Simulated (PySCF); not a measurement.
Species: C5H9NOSi.
Cartesian coordinates in Å at the PBE0-D3(BJ)/def2-SVP level; atoms count from 1:
```xyz
17
C5H9NOSi angstrom
C      1.972    0.434   -0.414
Si     0.740   -0.866    0.090
C     -0.596   -1.272   -1.187
C     -1.868   -1.230   -0.330
C     -1.655   -0.149    0.749
C     -1.863    1.200    0.178
N     -1.990    2.246   -0.299
O     -0.352   -0.264    1.253
H      2.584    0.747    0.446
H      1.451    1.321   -0.806
H      2.650    0.053   -1.194
H      1.426   -2.060    0.667
H     -0.473   -2.235   -1.702
H     -0.617   -0.486   -1.961
H     -2.782   -1.039   -0.913
H     -2.004   -2.187    0.197
H     -2.375   -0.271    1.575
```

All values: wB97X-D/def2-SVPD (PySCF, non-relativistic), on one gas-phase PBE0-D3(BJ)/def2-SVP geometry that isn't relaxed in the solvent. The solvent is an IEF-PCM continuum (van der Waals radii × 1.2), and excitations are vertical TDDFT with non-equilibrium linear response and a frozen core. The model holds no explicit solvent molecules, cavitation or dispersion.

| run | E − E(gas) (kJ/mol) | HOMO (eV) | HOMO–LUMO gap (eV) | dipole (D) | lowest singlet (eV) | static polarisability (au) |
| --- | --- | --- | --- | --- | --- | --- |
| gas | 0.00 | -10.37 | 12.24 | 3.71 | 7.47 | 86.3 |
| P | -21.92 | -10.26 | 12.15 | 4.49 | 7.47 | 106.3 |
| Q | -30.87 | -10.24 | 12.08 | 4.85 | 7.46 | 116.9 |

Task: The runs were made in chloroform and water. Which run belongs to which solvent?

Result: P = chloroform, Q = water. The dielectric constants are 4.711 (chloroform), 78.36 (water), and the energy falls further as ε rises. The optical constants n² used for the excitations are 2.09, 1.78 in the same order. In this model the ground state sees the solvent through ε alone.

Task: How constant is the ratio of the lowering to (ε − 1)/(2ε + 1)?

Result: 
```
   solvent  (ε − 1)/(2ε + 1)  E − E(gas) (kJ/mol)  ratio (kJ/mol)  polarisation term (kJ/mol)
chloroform             0.356               -21.92           -61.6                      -25.00
     water             0.490               -30.87           -62.9                      -37.19
```

The ratio changes by +2.3 % in size from chloroform to water. The polarisation term is half the interaction of the solute with the induced surface charges.

wB97X-D is run here without its empirical dispersion term; that term would change no orbital, density or response property at a fixed geometry.
